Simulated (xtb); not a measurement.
xtb input (GFN2-xTB):

```bash
xtb mol.xyz --gfn 2 --ohess tight --chrg -1 --uhf 0
```
mol.xyz:
```
4

Si     0.00957088    -0.03161215     0.49082538
F     -1.17944699    -0.84721591    -0.13361674
F     -0.21856423     1.40776081    -0.14933448
F      1.38249620    -0.57447520    -0.18934108
```

Output:

```
           -------------------------------------------------
          |                Calculation Setup                |
           -------------------------------------------------

           -------------------------------------------------
          |                 G F N 2 - x T B                 |
           -------------------------------------------------

        Reference                      10.1021/acs.jctc.8b01176
      * Hamiltonian:
        H0-scaling (s, p, d)           1.850000    2.230000    2.230000
        zeta-weighting                 0.500000
      * Dispersion:
        s8                             2.700000
        a1                             0.520000
        a2                             5.000000
        s9                             5.000000
      * Repulsion:
        kExp                           1.500000    1.000000
        rExp                           1.000000
      * Coulomb:
        alpha                          2.000000
        third order                    shell-resolved
        anisotropic                    true
        a3                             3.000000
        a5                             4.000000
        cn-shift                       1.200000
        cn-exp                         4.000000
        max-rad                        5.000000

          ...................................................
          :                      SETUP                      :
          :.................................................:
          :  # basis functions                  22          :
          :  # atomic orbitals                  21          :
          :  # shells                            9          :
          :  # electrons                        26          :
          :  max. iterations                   250          :
          :  Hamiltonian                  GFN2-xTB          :
          :  restarted?                      false          :
          :  GBSA solvation                  false          :
          :  PC potential                    false          :
          :  electronic temp.          300.0000000     K    :
          :  accuracy                    1.0000000          :
          :  -> integral cutoff          0.2500000E+02      :
          :  -> integral neglect         0.1000000E-07      :
          :  -> SCF convergence          0.1000000E-05 Eh   :
          :  -> wf. convergence          0.1000000E-03 e    :
          :  Broyden damping             0.4000000          :
          :  net charge                         -1          :
          :  unpaired electrons                  0          :
          ...................................................

 iter      E             dE          RMSdq      gap      omega  full diag
   1    -16.2701207 -0.162701E+02  0.164E+01    4.80       0.0  T
   2    -16.2812284 -0.111077E-01  0.115E+01    5.00       1.0  T
   3    -16.2810125  0.215912E-03  0.233E+00    5.27       1.0  T
   4    -16.2818493 -0.836808E-03  0.398E-01    5.23       1.0  T
   5    -16.2818505 -0.114350E-05  0.733E-02    5.24       1.0  T
   6    -16.2818510 -0.500779E-06  0.147E-02    5.24       3.4  T
[...]
     2   9 F    0.918 --     1 Si   0.870
     3   9 F    0.918 --     1 Si   0.869
     4   9 F    0.918 --     1 Si   0.869
 ---------------------------------------------------------------------------

Topologies differ in total number of bonds
Writing topology from bond orders to xtbtopo.mol

molecular dipole:
                 x           y           z       tot (Debye)
 q only:        0.026       0.014       1.050
   full:        0.003       0.021       0.048       0.134
molecular quadrupole (traceless):
                xx          xy          yy          xz          yz          zz
 q only:       -2.662      -0.002      -2.670       0.172      -0.093       5.332
  q+dip:       -1.543      -0.001      -1.551       0.102      -0.036       3.094
   full:       -0.264      -0.001      -0.272       0.018      -0.008       0.535

           -------------------------------------------------
          |                Geometry Summary                 |
           -------------------------------------------------

      molecular mass/u    :       85.0807082
   center of mass at/Å    :        0.0001066      -0.0119167       0.0777834
  moments of inertia/u·Å² :        0.7374971E+02   0.7379088E+02   0.1161451E+03
rotational constants/cm⁻¹ :        0.2285790E+00   0.2284514E+00   0.1451429E+00

           -------------------------------------------------
          |               Frequency Printout                |
           -------------------------------------------------
 projected vibrational frequencies (cm⁻¹)
eigval :       -0.00    -0.00    -0.00    -0.00     0.00     0.00
eigval :      222.32   222.57   323.77   544.57   544.85   617.00
 reduced masses (amu)
   1: 20.51   2: 19.68   3: 20.58   4: 21.18   5: 22.82   6: 20.80   7: 19.68   8: 19.68
   9: 21.09  10: 23.11  11: 23.11  12: 22.99
 IR intensities (km·mol⁻¹)
   1:  9.52   2:  7.21   3:  2.22   4:  9.51   5:  4.88   6:  1.37   7:  2.04   8:  2.05
   9: 49.54  10:293.32  11:293.44  12:161.08
 Raman intensities (Ä⁴*amu⁻¹)
   1:  0.00   2:  0.00   3:  0.00   4:  0.00   5:  0.00   6:  0.00   7:  0.00   8:  0.00
   9:  0.00  10:  0.00  11:  0.00  12:  0.00
 output can be read by thermo (or use thermo option).
 writing <g98.out> molden fake output.
 recommended (thermochemical) frequency scaling factor: 1.0
           -------------------------------------------------
          |             Thermodynamic Functions             |
           -------------------------------------------------

c3v symmetry found (for desy threshold:  0.10E+00) used in thermo

          ...................................................
          :                      SETUP                      :
          :.................................................:
          :  # frequencies                           6      :
          :  # imaginary freq.                       0      :
          :  linear?                             false      :
          :  only rotor calc.                    false      :
          :  symmetry                              c3v      :
          :  rotational number                       3      :
          :  scaling factor                  1.0000000      :
          :  rotor cutoff                   50.0000000 cm⁻¹ :
          :  imag. cutoff                  -20.0000000 cm⁻¹ :
          :.................................................:

    mode    ω/cm⁻¹     T·S(HO)/kcal·mol⁻¹    T·S(FR)/kcal·mol⁻¹   T·S(vib)
   ------------------------------------------------------------------------
       1    222.32    -0.57843 ( 99.74%)    -0.61427 (  0.26%)    -0.57852
Note: The following floating-point exceptions are signalling: IEEE_DENORMAL
normal termination of xtb
       2    222.57    -0.57785 ( 99.75%)    -0.61395 (  0.25%)    -0.57794
   ------------------------------------------------------------------------

   temp. (K)  partition function   enthalpy   heat capacity  entropy
                                   cal/mol     cal/K/mol   cal/K/mol   J/K/mol
 298.15  VIB   3.57                 1243.147      8.536      6.702
         ROT  0.202E+05              888.752      2.981     22.686
         INT  0.724E+05             2131.900     11.517     29.388
         TR   0.759E+27             1481.254      4.968     39.219
         TOT                        3613.1537    16.4849    68.6065   287.0497

       T/K    H(0)-H(T)+PV         H(T)/Eh          T*S/Eh         G(T)/Eh
   ------------------------------------------------------------------------
    298.15    0.575793E-02    0.113966E-01    0.325972E-01   -0.212006E-01
   ------------------------------------------------------------------------

         :::::::::::::::::::::::::::::::::::::::::::::::::::::
         ::                  THERMODYNAMIC                  ::
         :::::::::::::::::::::::::::::::::::::::::::::::::::::
         :: total free energy         -16.286932515000 Eh   ::
         ::.................................................::
         :: total energy              -16.265731948228 Eh   ::
         :: zero point energy           0.005638677007 Eh   ::
         :: G(RRHO) w/o ZPVE           -0.026839243780 Eh   ::
         :: G(RRHO) contrib.           -0.021200566773 Eh   ::
         :::::::::::::::::::::::::::::::::::::::::::::::::::::

optimized geometry written to: xtbopt.xyz

           -------------------------------------------------
          | TOTAL ENERGY              -16.265731948228 Eh   |
          | TOTAL ENTHALPY            -16.254335344295 Eh   |
          | TOTAL FREE ENERGY         -16.286932515000 Eh   |
          | GRADIENT NORM               0.000073080982 Eh/α |
          | HOMO-LUMO GAP               4.923462839698 eV   |
           -------------------------------------------------

------------------------------------------------------------------------
------------------------------------------------------------------------
 total:
 SCF:
 ANC optimizer:
 analytical hessian:
```
